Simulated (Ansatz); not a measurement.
ZnI6³⁻ (relaxed from a model of [ZnI6]4-, whose bonding it doesn't keep). Total charge -3; doublet. Geometry PBE0-D4/def2-SVPD, loosely relaxed, that of the charge -4 singlet; atoms count from 1.

Cartesian coordinates in Å:
```
Zn 1.0776 1.7913 2.7907
I 1.9146 3.1071 4.8247
I -5.4507 -8.9486 -13.5436
I 11.6119 7.5282 -7.7054
I -10.4897 -5.7689 10.0498
I -0.7223 2.8110 1.2967
I 2.0586 -0.5200 2.2871
```

In the def2 sets I takes a core potential; there is no spin–orbit coupling. A multiply charged anion in the gas phase is held together partly by the finite basis. The gap within one spin of the charge -3 doublet nearly closes, so an electron or hole may be smeared out by delocalisation error. The geometry of the charge -3 doublet is only loosely relaxed. In the doublet geometry the species has come apart into loosely held pieces.

Q: Estimate the Mulliken populations from the PBE/def2-TZVPD orbitals of Ansatz.

A: 
```csv
atom,charge (e),spin (α − β),d electrons
Zn1,0.08,0.00,10.13
I2,-0.37,0.00,–
I3,-0.68,0.32,–
I4,-0.66,0.34,–
I5,-0.66,0.34,–
I6,-0.35,0.00,–
I7,-0.36,0.00,–
```
Mulliken values depend strongly on the basis. With diffuse functions, as here, like atoms can get unlike values, and bond orders can come out too low or too high.

Q: Where does the spin sit?

A: Summed by element: Zn 0.00, I 1.00, of 1 unpaired in all. Largest on single atoms: I5 0.34, I4 0.34, I3 0.32.

Q: And the Mayer bond orders between heavy atoms (over 0.3)?

A: Zn1–I2 0.92 (2.56 Å); Zn1–I6 0.94 (2.55 Å); Zn1–I7 0.94 (2.56 Å).
